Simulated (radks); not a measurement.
Species: Pm II. Configuration: [Xe] 4f5 6s1. Method: scalar-relativistic Kohn-Sham, r2SCAN, spin-polarised, spherical densities, finite nucleus; open shells are filled with parallel spins first (spin-orbit coupling, left out, can overturn this in heavy ions); meta-GGA in the generalised Kohn-Sham scheme; Fermi nuclear charge, rms radius 4.962 fm; hard spherical wall at 2.5 bohr; computed with a radial shooting solver on a logarithmic mesh with Libxc functionals.

Unscreened Slater integrals over Kohn-Sham orbitals (cm^-1). They are taken over the spin-up orbitals. Empty in this configuration: 5d.

F0(6s,6s): 128300
F0(6s,4f): 153730
G3(6s,4f): 18949
F0(6s,5p): 131470
G1(6s,5p): 19201
F0(6s,5s): 135080
G0(6s,5s): 13699
F0(6s,5d): 127750
G2(6s,5d): 24565
F0(4f,4f): 212920
F2(4f,4f): 100560
F4(4f,4f): 62869
F6(4f,4f): 45153
F0(4f,5p): 157300
F2(4f,5p): 63583
G2(4f,5p): 36808
G4(4f,5p): 28909
F0(4f,5s): 164860
G3(4f,5s): 37871
F0(4f,5d): 150290
F2(4f,5d): 57086
F4(4f,5d): 32907
G1(4f,5d): 30076
G3(4f,5d): 26998
G5(4f,5d): 21464
F0(5p,5p): 138140
F2(5p,5p): 79008
F0(5p,5s): 141970
G1(5p,5s): 99852
F0(5p,5d): 133550
F2(5p,5d): 75184
G1(5p,5d): 91123
G3(5p,5d): 60522
F0(5s,5s): 146530
F0(5s,5d): 136630
G2(5s,5d): 67319
F0(5d,5d): 129950
F2(5d,5d): 74096
F4(5d,5d): 53230

Derived for the open shells (J is the average intra-shell exchange parameter used in DFT+U). 4f: F4/F2 = 0.625, F6/F2 = 0.449, J = (286 F2 + 195 F4 + 250 F6)/6435 = 8129 cm^-1.
